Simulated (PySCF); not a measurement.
# Electron correlation in Ba²⁺ (barium, charge +2)

[Xe], closed-shell 1S. Computed with PySCF 2.14 in aug-cc-pwCVTZ-X2C (11s10p8d4f, 109 functions), with scalar relativity by spin-free X2C-1e. Frozen: [Kr] 4d10; 8 electrons correlated.

```tsv
level	correlation energy (mhartree)
CCSD	-149.46
(T)	-3.41
CCSD(T)	-152.87
```

Diagnostics: T1 = 0.0019, D1 = 0.0030, largest double amplitude 0.027.

Cost of the coupled-cluster step: about 11 core-seconds, for 8 correlated electrons.

Iterations:

```
CC2 = 0
CCSD nocc = 4, nmo = 86
frozen orbitals [0, 1, 2, 3, 4, 5, 6, 7, 8, 9, 10, 11, 12, 13, 14, 15, 16, 17, 18, 19, 20, 21, 22]
max_cycle = 100
direct = 0
conv_tol = 1e-08
conv_tol_normt = 1e-06
diis_space = 8
diis_start_cycle = 0
Init t2, MP2 energy = -8131.26990367279  E_corr(MP2) -0.13679586937222
Init E_corr(CCSD) = -0.136795869374881
cycle = 1  E_corr(CCSD) = -0.147255822350146  dE = -0.010459953  norm(t1,t2) = 0.0175546
cycle = 2  E_corr(CCSD) = -0.149008643099256  dE = -0.00175282075  norm(t1,t2) = 0.00416516
cycle = 3  E_corr(CCSD) = -0.149461990078737  dE = -0.000453346979  norm(t1,t2) = 0.00118715
cycle = 4  E_corr(CCSD) = -0.149462152012636  dE = -1.61933899e-07  norm(t1,t2) = 0.000121544
cycle = 5  E_corr(CCSD) = -0.149456244878185  dE = 5.90713445e-06  norm(t1,t2) = 2.07079e-05
cycle = 6  E_corr(CCSD) = -0.149456422384285  dE = -1.77506101e-07  norm(t1,t2) = 2.15182e-06
cycle = 7  E_corr(CCSD) = -0.149456456663482  dE = -3.42791968e-08  norm(t1,t2) = 3.7114e-07
cycle = 8  E_corr(CCSD) = -0.14945645342125  dE = 3.24223168e-09  norm(t1,t2) = 8.11553e-08
CCSD converged
E(CCSD) = -8131.282564256838  E_corr = -0.1494564534212504
CCSD(T) correction = -0.0034101563296662
```
